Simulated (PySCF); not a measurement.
## Potential energy of AsP along the bond

Set-up: As def2-TZVPP, P def2-TZVPP; no relativity (PySCF 2.14). Energies in eV from As + P in their ground configurations at the same level. State: ¹Σ⁺ (singlet), closed shell.

```
R (Å)   B3LYP    BP86    PBE0     LDA
1.710  -2.360  -2.606  -2.218  -3.720
1.790  -3.486  -3.761  -3.324  -4.799
1.870  -4.125  -4.432  -3.938  -5.403
1.929  -4.365  -4.699  -4.158  -5.625
1.989  -4.450  -4.812  -4.221  -5.698
2.049  -4.416  -4.807  -4.163  -5.655
2.128  -4.232  -4.664  -3.945  -5.467
2.228  -3.850  -4.332  -3.516  -5.086
2.347  -3.259  -3.803  -2.868  -4.506
2.506  -2.376  -3.000  -1.906  -3.645
```

Question: Put a parabola through the three lowest points of the B3LYP curve and estimate Re, k and ωe (reduced mass 21.91 u; 1 eV/Å² = 0.16022 mdyn/Å; ωe = 1302.8·√(k/μ) cm⁻¹).

Answer: Through R = 1.929, 1.989, 2.049 Å the second-order coefficient is 16.5 eV/Å², so Re ≈ 2.002 Å, k ≈ 5.30 mdyn/Å and ωe ≈ 641 cm⁻¹. A polynomial fit of higher order to the unrounded B3LYP energies gives Re = 1.999 Å, k = 5.12 mdyn/Å, ωe = 630 cm⁻¹; anharmonicity and rounding make the difference.

The higher-order fit for each curve: B3LYP: Re = 1.999 Å, ωe = 630 cm⁻¹, De = 4.45 eV; BP86: Re = 2.015 Å, ωe = 605 cm⁻¹, De = 4.82 eV; PBE0: Re = 1.988 Å, ωe = 651 cm⁻¹, De = 4.22 eV; LDA: Re = 1.994 Å, ωe = 624 cm⁻¹, De = 5.70 eV.
